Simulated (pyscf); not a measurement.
Single points on ωB97X-D3(BJ)/def2-SVP structures (PySCF, gas phase). Correlated levels are frozen-core, on RHF or UHF. ΔMP2 is the change of the MP2 total energy from the triple- to the quadruple-zeta basis. Singlets are restricted, triplets unrestricted.

Singlet (Å):
```xyz
4

Cl     0.8715    -0.2413     1.4352
Ge    -1.1008     0.5174     0.8293
Te    -1.4878    -1.3003    -0.8748
H     -2.9724    -0.6777    -1.2866
```

Triplet (Å):
```xyz
4

Cl     1.6671     0.2904    -2.0821
Ge     1.2305     0.7970    -0.0113
Te     0.7077    -1.0592     1.6276
H     -0.9418    -1.0237     1.4028
```

Problem. For these two minima of Cl–Ge:–TeH, which spin state lies lower at CCSD(T)/def2-TZVPP + ΔMP2(QZVPP), and by how much (electronic energies)?

Solution. The singlet, by 194.9 kJ/mol. Zero-point energy shifts E(triplet) − E(singlet) by -1.2 kJ/mol. Other isomers of Cl–Ge:–TeH [singlet] were not searched in full and may lie lower. 

E(triplet) − E(singlet) by level (kJ/mol):

```json
[
 {"level": "ωB97X-D3(BJ)/def2-TZVP", "gap": "+194.2"},
 {"level": "PBE/def2-TZVP", "gap": "+182.9"},
 {"level": "r²SCAN/def2-TZVP", "gap": "+170.4"},
 {"level": "B3LYP-D3(BJ)/def2-TZVP", "gap": "+190.6"},
 {"level": "PBE0-D3(BJ)/def2-TZVP", "gap": "+177.7"},
 {"level": "M06-2X/def2-TZVP", "gap": "+161.1"},
 {"level": "ωB97M-D3(BJ)/def2-TZVP", "gap": "+190.8"},
 {"level": "HF/def2-TZVP", "gap": "+124.3"},
 {"level": "MP2/def2-QZVPP", "gap": "+199.8"},
 {"level": "CCSD/def2-TZVPP", "gap": "+177.9"},
 {"level": "CCSD(T)/def2-TZVPP", "gap": "+183.0"},
 {"level": "CCSD(T)/def2-TZVPP + ΔMP2(QZVPP)", "gap": "+194.9"}
]
```

The triplet is the lowest one reached from the SCF start used. The CCSD(T) − MP2 part came from Ansatz, without density fitting, on the same reference. The frozen core leaves the outer d or s,p core shells of the metals and heavy elements correlated in the MP2 and CC values, and def2-TZVPP describes them poorly, which can shift differences by a few kcal/mol. Elements up to Kr have no core potential and no relativistic terms here. Elements past Kr carry the def2 core potentials, without spin-orbit coupling.
